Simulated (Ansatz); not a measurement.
One change: `[OH][In]([SH])[SH]` becomes `[OH][Ga]([SH])[SH]`.

Ansatz, PBE0-D4/def2-TZVP geometries, multiplicity 1. Each molecule was computed in one conformer, which needn't be the lowest.

Elements past krypton have def2 core potentials. Scalar relativity is left out up to krypton.

| property | `[OH][In]([SH])[SH]` |
| --- | --- |
| LUMO energy (ωB97M-V/def2-TZVPP) / eV | 0.12 |
| LUMO energy (PBE0/def2-TZVPP) / eV | -1.74 |
| HOMO energy (B3LYP/def2-TZVPP) / eV | -7.38 |
| LUMO energy (B3LYP/def2-TZVPP) / eV | -2.04 |
| HOMO–LUMO gap (B3LYP/def2-TZVPP) / eV | 5.34 |
| HOMO–LUMO gap (PBE/def2-TZVPP) / eV | 3.82 |

(1) What does the change do to each property? (An estimate is asked.)

## Answers

(1) Ansatz gave: 
```
                             property  `[OH][Ga]([SH])[SH]`  shift
LUMO energy (ωB97M-V/def2-TZVPP) / eV                  0.92   0.80
   LUMO energy (PBE0/def2-TZVPP) / eV                 -0.87   0.87
  HOMO energy (B3LYP/def2-TZVPP) / eV                 -7.40  -0.02
  LUMO energy (B3LYP/def2-TZVPP) / eV                 -1.19   0.85
HOMO–LUMO gap (B3LYP/def2-TZVPP) / eV                  6.21   0.87
  HOMO–LUMO gap (PBE/def2-TZVPP) / eV                  4.66   0.84
```

B3LYP here is the variant with VWN-RPA as its local correlation; programs differ in this.
